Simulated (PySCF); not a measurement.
Nonlinear optical response: SMILES CCC(C)(C)C(C)=O, C₇H₁₄O

Molfile (atoms numbered from 1):
```
C7H14O
     RDKit          3D

 22 21  0  0  0  0  0  0  0  0999 V2000
   -1.7774   -1.3352    0.0866 C   0  0  0  0  0  0  0  0  0  0  0  0
   -1.0792   -0.2112   -0.6623 C   0  0  0  0  0  0  0  0  0  0  0  0
   -0.0373    0.5916    0.1510 C   0  0  0  0  0  0  0  0  0  0  0  0
   -0.6984    1.3059    1.3262 C   0  0  0  0  0  0  0  0  0  0  0  0
    0.6225    1.6200   -0.7746 C   0  0  0  0  0  0  0  0  0  0  0  0
    1.0202   -0.3834    0.6885 C   0  0  0  0  0  0  0  0  0  0  0  0
    1.9642   -1.0278   -0.3009 C   0  0  0  0  0  0  0  0  0  0  0  0
    1.1045   -0.6344    1.8674 O   0  0  0  0  0  0  0  0  0  0  0  0
   -1.0635   -2.0845    0.4634 H   0  0  0  0  0  0  0  0  0  0  0  0
   -2.3426   -0.9605    0.9525 H   0  0  0  0  0  0  0  0  0  0  0  0
   -2.4887   -1.8567   -0.5711 H   0  0  0  0  0  0  0  0  0  0  0  0
   -0.5925   -0.6169   -1.5655 H   0  0  0  0  0  0  0  0  0  0  0  0
   -1.8272    0.5114   -1.0322 H   0  0  0  0  0  0  0  0  0  0  0  0
   -1.5196    1.9468    0.9696 H   0  0  0  0  0  0  0  0  0  0  0  0
   -1.0942    0.5933    2.0609 H   0  0  0  0  0  0  0  0  0  0  0  0
    0.0285    1.9385    1.8562 H   0  0  0  0  0  0  0  0  0  0  0  0
    1.4239    2.1708   -0.2576 H   0  0  0  0  0  0  0  0  0  0  0  0
   -0.1261    2.3561   -1.1068 H   0  0  0  0  0  0  0  0  0  0  0  0
    1.0499    1.1553   -1.6758 H   0  0  0  0  0  0  0  0  0  0  0  0
    1.4629   -1.3284   -1.2318 H   0  0  0  0  0  0  0  0  0  0  0  0
    2.7505   -0.3060   -0.5740 H   0  0  0  0  0  0  0  0  0  0  0  0
    2.4396   -1.8952    0.1733 H   0  0  0  0  0  0  0  0  0  0  0  0
  1  2  1  0
  2  3  1  0
  3  4  1  0
  3  5  1  0
  3  6  1  0
  6  7  1  0
  6  8  2  0
  1  9  1  0
  1 10  1  0
  1 11  1  0
  2 12  1  0
  2 13  1  0
  4 14  1  0
  4 15  1  0
  4 16  1  0
  5 17  1  0
  5 18  1  0
  5 19  1  0
  7 20  1  0
  7 21  1  0
  7 22  1  0
M  END
```

The calculation used quadratic response CAM-B3LYP/aug-cc-pVDZ first hyperpolarisability, Taylor convention, gas phase (PySCF). Geometry: PBE0-D3(BJ)/def2-SVP.

(1) What is the first hyperpolarisability, and how does it disperse?

(2) Which lowest excitations, dipole and polarisabilities go with it?

## Answers

(1) In au, Taylor convention; the vector part is βᵢ = ⅓ Σⱼ (βᵢⱼⱼ + βⱼᵢⱼ + βⱼⱼᵢ); β∥ is 3/5 of the vector part along the dipole, the dipole points from − to +:
```csv
process,λ (nm),β vector norm,β∥,β HRS,depolarisation ratio
"static β(0;0,0)",∞,107.9,-58.9,40.1,8.06
"second harmonic β(−2ω;ω,ω)",1907,112.1,-60.9,41.7,8.04
"Pockels β(−ω;ω,0)",1907,109.2,-59.5,–,–
"second harmonic β(−2ω;ω,ω)",1064,122.5,-65.8,45.6,7.98
"Pockels β(−ω;ω,0)",1064,112.4,-61.0,–,–
```

(2) S1 4.40 eV (f = 0.000); S2 6.43 eV (f = 0.014); S3 7.07 eV (f = 0.030); dipole 2.90 D; isotropic α 88.6 au static, 88.8 au at 1907 nm, 89.2 au at 1064 nm, 89.3 au at 953.5 nm, 91.1 au at 532 nm.
